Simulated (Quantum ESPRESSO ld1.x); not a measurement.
Task: The mean radii <r> (bohr) of the occupied orbitals of an atom or ion are listed with their occupations. All-electron calculation, Dirac Kohn-Sham, revPBE, spin-unpolarised, spherical densities, point nucleus. Program: ld1.x of Quantum ESPRESSO 7.5.

| orbital | occ. | <r> |
|---|---|---|
| 1s1/2 | 2 | 0.01631 |
| 2s1/2 | 2 | 0.06805 |
| 2p1/2 | 2 | 0.05589 |
| 2p3/2 | 4 | 0.06469 |
| 3s1/2 | 2 | 0.1770 |
| 3p1/2 | 2 | 0.1674 |
| 3p3/2 | 4 | 0.1835 |
| 3d3/2 | 4 | 0.1595 |
| 3d5/2 | 6 | 0.1644 |
| 4s1/2 | 2 | 0.3914 |
| 4p1/2 | 2 | 0.3931 |
| 4p3/2 | 4 | 0.4274 |
| 4d3/2 | 4 | 0.4333 |
| 4d5/2 | 6 | 0.4444 |
| 5s1/2 | 2 | 0.8758 |
| 4f5/2 | 6 | 0.4642 |
| 4f7/2 | 8 | 0.4706 |
| 5p1/2 | 2 | 0.9373 |
| 5p3/2 | 4 | 1.027 |
| 5d3/2 | 4 | 1.275 |
| 5d5/2 | 5 | 1.314 |

Name the element and its charge. Open shells, if any, fill j = l - 1/2 first.

Result: Z = 81, thallium, charge +4: Tl4+ in [Xe] 4f14 5d9. The 1s radius gives Z: for a bare nucleus <r> = (2 gamma + 1)/(2Z) with gamma = sqrt(1 - (Z/c)^2), 0.01613 bohr for Z = 81, and screening makes it slightly larger (0.01631 here). The occupations add up to 77, and the charge is Z minus that.
